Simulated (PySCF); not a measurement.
PySCF 2.14 output of an unrestricted PBE calculation on a single atom or ion in aug-cc-pCVQZ-DK (9s8p6d4f2g, 109 functions), with scalar relativity by spin-free X2C-1e:

```
SCF conv_tol = 1e-09
number electrons alpha = 4  beta = 2
    J. P. Perdew, K. Burke, and M. Ernzerhof.,  Phys. Rev. Lett. 77, 3865 (1996)
    J. P. Perdew, K. Burke, and M. Ernzerhof.,  Phys. Rev. Lett. 78, 1396 (1997)
    J. P. Perdew, K. Burke, and M. Ernzerhof.,  Phys. Rev. Lett. 77, 3865 (1996)
    J. P. Perdew, K. Burke, and M. Ernzerhof.,  Phys. Rev. Lett. 78, 1396 (1997)
cycle= 1 E= -54.0239977044  delta_E= -0.00536  |g|= 0.0103  |ddm|= 0.274
cycle= 2 E= -54.0240234209521  delta_E= -2.57e-05  |g|= 0.00108  |ddm|= 0.0201
cycle= 3 E= -54.0240238577305  delta_E= -4.37e-07  |g|= 0.000213  |ddm|= 0.00237
cycle= 4 E= -54.0240238738161  delta_E= -1.61e-08  |g|= 7.55e-05  |ddm|= 0.000595
cycle= 5 E= -54.0240238757687  delta_E= -1.95e-09  |g|= 1.06e-06  |ddm|= 0.000144
cycle= 6 E= -54.0240238757691  delta_E= -3.98e-13  |g|= 8.87e-08  |ddm|= 3.77e-06
converged SCF energy = -54.0240238757691  <S^2> = 2.0020216  2S+1 = 3.0013474
```

The run itself started from symmetry-adapted Hartree-Fock orbitals and held the occupation by maximum overlap, on a logarithmic radial grid, so the iterations belong to that start.

**Question.** Which element, charge and spin multiplicity is this?

**Answer.** N⁺ (nitrogen, charge +1), multiplicity 3; the state was [He] 2s2 2p2, high-spin 3P determinant.
